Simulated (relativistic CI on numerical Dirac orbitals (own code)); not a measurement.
## Electric-dipole transitions in Ho XLVII

These numbers are calculated, not measured: Dirac-Coulomb-Breit CI, separate exchange-only KLI orbitals for each configuration, QED by a radiative potential, unscaled Slater integrals (own radial code, finite nucleus).

Configurations in the expansion (outside the closed core [Ne]): 3s2 3p6 3d3, 3s2 3p5 3d4, 3s 3p6 3d4, 3s2 3p6 3d2 4s, 3s2 3p6 3d2 4p, 3s2 3p6 3d2 4d, 3s2 3p5 3d3 4s, 3s2 3p6 3d2 4f, 3s2 3p5 3d3 4p, 3s 3p6 3d3 4s, 3p6 3d4 4p, 3p6 3d5, 3p5 3d6, 3p5 3d5 4s, 3p6 3d4 4s, 3p5 3d4 4s2, 3s2 3p6 3d 4s2, 3s2 3p6 4s2 4p, 3s2 3p6 4s2 4d. Double excitations out of closed p, d and f shells are left out; levels of such configurations are missing from the list, as are those of other unlisted configurations, and high levels can miss mixing partners. These lack a partner that the ground configuration has and come out too high: 3s2 3p5 3d3 4p.

| λ vac (Å) | Lower | Upper | A (s⁻¹) | log gf | S velocity/length |
| --- | --- | --- | --- | --- | --- |
| 24.098 | 3s2 3p6 3d3 2G_7/2 [4] | 3s2 3p5 3d4 2F°_5/2 [156] | 1.24e+12 | -0.19 | 0.75 |
| 24.502 | 3s2 3p6 3d3 2H_9/2 [5] | 3s2 3p5 3d4 2G°_7/2 [150] | 2.45e+12 | 0.25 | 0.74 |
| 24.656 | 3s2 3p6 3d3 4F_9/2 [9] | 3s2 3p5 3d4 4D°_7/2 [166] | 2.06e+12 | 0.18 | 0.74 |
| 24.784 | 3s2 3p6 3d3 2H_11/2 [12] | 3s2 3p5 3d4 2G°_9/2 [172] | 3.00e+12 | 0.44 | 0.74 |
| 24.890 | 3s2 3p6 3d3 2F_7/2 [15] | 3s2 3p5 3d4 2D°_5/2 [178] | 2.32e+12 | 0.11 | 0.74 |
| 25.013 | 3s2 3p6 3d3 4F_3/2 [1] | 3s2 3p5 3d4 4D°_1/2 [137] | 4.32e+12 | -0.09 | 0.74 |
| 25.090 | 3s2 3p6 3d3 2G_9/2 [17] | 3s2 3p5 3d4 2F°_7/2 [188] | 2.87e+12 | 0.34 | 0.74 |
| 25.158 | 3s2 3p6 3d3 2D_5/2 [13] | 3s2 3p5 3d4 4D°_7/2 [166] | 1.32e+12 | 0.00 | 0.77 |
| 25.171 | 3s2 3p6 3d3 4P_5/2 [7] | 3s2 3p5 3d4 2F°_5/2 [156] | 1.39e+12 | -0.10 | 0.75 |
| 25.204 | 3s2 3p6 3d3 2H_11/2 [12] | 3s2 3p5 3d4 2H°_11/2 [164] | 2.77e+12 | 0.50 | 0.75 |
| 25.237 | 3s2 3p6 3d3 2G_9/2 [17] | 3s2 3p5 3d4 2G°_9/2 [187] | 1.70e+12 | 0.21 | 0.76 |
| 25.549 | 3s2 3p6 3d3 2G_9/2 [17] | 3s2 3p5 3d4 2H°_11/2 [185] | 1.71e+12 | 0.30 | 0.78 |
| 25.935 | 3s2 3p6 3d3 4F_5/2 [2] | 3s2 3p5 3d4 4D°_3/2 [139] | 1.59e+12 | -0.19 | 0.74 |
| 26.037 | 3s2 3p6 3d3 2G_7/2 [4] | 3s2 3p5 3d4 4F°_7/2 [142] | 1.13e+12 | -0.04 | 0.75 |
| 26.066 | 3s2 3p6 3d3 2H_9/2 [5] | 3s2 3p5 3d4 2H°_9/2 [141] | 1.75e+12 | 0.25 | 0.75 |
| 35.884 | 3s2 3p6 3d3 4F_5/2 [2] | 3s2 3p5 3d4 2D°_5/2 [79] | 5.01e+11 | -0.24 | 0.68 |
| 36.123 | 3s2 3p6 3d3 2H_11/2 [12] | 3s2 3p5 3d4 2G°_9/2 [123] | 9.57e+11 | 0.27 | 0.65 |
| 36.151 | 3s2 3p6 3d3 4F_3/2 [1] | 3s2 3p5 3d4 4F°_3/2 [49] | 9.76e+11 | -0.12 | 0.68 |
| 36.238 | 3s2 3p6 3d3 2G_9/2 [17] | 3s2 3p5 3d4 2F°_7/2 [133] | 9.04e+11 | 0.15 | 0.65 |
| 36.257 | 3s2 3p6 3d3 4P_5/2 [7] | 3s2 3p5 3d4 2P°_3/2 [101] | 8.87e+11 | -0.16 | 0.67 |
| 36.607 | 3s2 3p6 3d3 4F_5/2 [2] | 3s2 3p5 3d4 4D°_3/2 [70] | 6.02e+11 | -0.32 | 0.66 |
| 36.636 | 3s2 3p6 3d3 4F_9/2 [9] | 3s2 3p5 3d4 2G°_7/2 [114] | 5.44e+11 | -0.06 | 0.65 |
| 36.865 | 3s2 3p6 3d3 2H_9/2 [5] | 3s2 3p5 3d4 2H°_9/2 [80] | 8.46e+11 | 0.24 | 0.67 |
| 36.952 | 3s2 3p6 3d3 2G_7/2 [4] | 3s2 3p5 3d4 4G°_7/2 [77] | 8.45e+11 | 0.14 | 0.67 |
| 37.199 | 3s2 3p6 3d3 2G_7/2 [4] | 3s2 3p5 3d4 4F°_5/2 [75] | 4.40e+11 | -0.26 | 0.65 |
| 37.291 | 3s2 3p6 3d3 4F_3/2 [1] | 3s2 3p5 3d4 4G°_5/2 [39] | 7.04e+11 | -0.06 | 0.69 |
| 37.310 | 3s2 3p6 3d3 4F_9/2 [9] | 3s2 3p5 3d4 2H°_9/2 [109] | 6.95e+11 | 0.16 | 0.67 |
| 37.780 | 3s2 3p6 3d3 2H_11/2 [12] | 3s2 3p5 3d4 2H°_11/2 [112] | 6.69e+11 | 0.23 | 0.67 |
| 38.251 | 3s2 3p6 3d3 2H_9/2 [5] | 3s2 3p5 3d4 2H°_11/2 [68] | 3.14e+11 | -0.08 | 0.71 |
| 38.600 | 3s2 3p6 3d3 4F_5/2 [2] | 3s2 3p5 3d4 4G°_7/2 [58] | 2.85e+11 | -0.29 | 0.69 |

Terms are leading LS components. Brackets give the number of a level in order of energy, since labels repeat. The list gives strong lines, with weight on those to low levels, among the lowest 200 of 2434 levels, so that lines to higher ones, which can be the strongest, are missing. Levels whose partners in the same complex of configurations lie outside the list can be far off, and so can their lines. Rates are taken at the computed energies, electric ones in the length gauge. A velocity-to-length ratio far from 1 marks an uncertain rate.

At this charge energies of transitions that change n are usually good to better than 1 %, and those within a shell (Δn = 0) to a few per cent.

LS names give the leading component of a level, which can be under half, so a name can repeat, a term be missing and a line seem to break the LS rules.
